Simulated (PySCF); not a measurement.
From one molecule to another.

First species: C6H11N3.
Z-matrix (Å and degrees, GFN2-xTB geometry), rows numbered from 1:
```
C 
C   1  1.5297
C   2  1.5296  1  110.72
C   2  1.4916  1  110.24  3  -122.41
C   4  1.4025  2  130.05  1    61.60
N   5  1.3250  4  108.25  2   179.86
N   6  1.3109  5  104.71  4    -0.06
C   7  1.4308  6  122.86  5   178.83
N   7  1.3123  6  114.75  5     0.10
H   1  1.0877  2  110.56  3   179.99
H   1  1.0878  2  110.43  3    59.89
H   1  1.0876  2  110.22  3   -59.99
H   2  1.0946  1  109.13  3   120.13
H   3  1.0876  2  110.13  1    60.09
H   3  1.0877  2  110.52  1  -179.91
H   3  1.0879  2  110.45  1   -59.80
H   5  1.0700  4  130.35  2     0.05
H   8  1.0879  7  108.78  6    29.47
H   8  1.0882  7  108.59  6   149.90
H   8  1.0924  7  110.55  6   -90.43
```

Second species: C3H10O2SSi3.
SMILES with atom numbers: `[O:1]=[CH:2][C:3](=[O:4])[SiH2:5][C@@H:6]([SiH3:7])[S:8][SiH3:9]` (hydrogens: H10 on C2; H11, H12 on Si5; H13 on C6; H14, H15, H16 on Si7; H17, H18, H19 on Si9)

Structure used (GFN2-xTB), in Å, numbered top down from 1:
```
atom  x, y, z in Å
O1    -2.232    0.669    1.607
C2    -2.901    0.298    0.675
C3    -2.544   -0.753   -0.291
O4    -3.058   -1.826   -0.475
Si5   -1.016   -0.167   -1.349
C6     0.431   -0.143   -0.125
Si7    0.876   -1.803    0.720
S8     1.898    0.449   -1.087
Si9    2.708    1.874    0.295
H10   -3.790    0.875    0.333
H11   -1.300    1.179   -1.858
H12   -0.870   -1.152   -2.413
H13    0.232    0.609    0.639
H14   -0.289   -2.230    1.489
H15    1.234   -2.753   -0.329
H16    2.023   -1.561    1.597
H17    1.694    2.903    0.500
H18    3.894    2.358   -0.388
H19    3.000    1.183    1.546
```

Levels: PBE0/pcSseg-1 for dipole moment, HOMO energy, LUMO energy and HOMO–LUMO gap; GFN2-xTB for rotational constant A and rotational constant C. Geometries: GFN2-xTB. All species are isolated and taken at one optimised geometry, non-relativistic unless stated. Electronic properties by PySCF.

Dipoles, sizes and rotational constants follow the conformer. The torsions of the flexible species, by atom-mapped SMILES:
- `[CH3:1][CH:2]([CH3:3])[c:4]1[cH:5][n:6][n:7]([CH3:8])[n:9]1`: C1–C2–C4–C5 62°
- `[O:1]=[CH:2][C:3](=[O:4])[SiH2:5][C@@H:6]([SiH3:7])[S:8][SiH3:9]`: O1–C2–C3–O4 114°, C2–C3–Si5–C6 69°, C3–Si5–C6–Si7 60°, Si5–C6–S8–Si9 135°

```json
{"property": "dipole moment", "column X": "0.43 D", "column Y": "1.93 D"}
{"property": "HOMO energy", "column X": "-7.19 eV", "column Y": "-6.77 eV"}
{"property": "LUMO energy", "column X": "0.15 eV", "column Y": "-2.44 eV"}
{"property": "HOMO–LUMO gap", "column X": "7.34 eV", "column Y": "4.33 eV"}
{"property": "rotational constant A", "column X": "3.995 GHz", "column Y": "1.282 GHz"}
{"property": "rotational constant C", "column X": "0.942 GHz", "column Y": "0.446 GHz"}
```

Which column belongs to which species?

Column X is the first species and column Y the second. The first has 20 atoms and 68 electrons, the second 19 and 102.

How does each property change from the first species to the second?

dipole moment +1.50 D; HOMO energy +0.42 eV; LUMO energy -2.59 eV; HOMO–LUMO gap -3.01 eV; rotational constant A -2.713 GHz; rotational constant C -0.496 GHz.

On the first: The dipole equals about 1.4 × 10⁻³⁰ C·m (1 D = 3.33564 × 10⁻³⁰ C·m). GFN2-xTB frequencies show an imaginary mode (44i cm⁻¹), so this geometry is no minimum at that level.

On the second: A dipole of 1.93 D is allowed in C1, and pure rotational transitions are dipole-allowed. The dipole equals about 6.4 × 10⁻³⁰ C·m (1 D = 3.33564 × 10⁻³⁰ C·m).
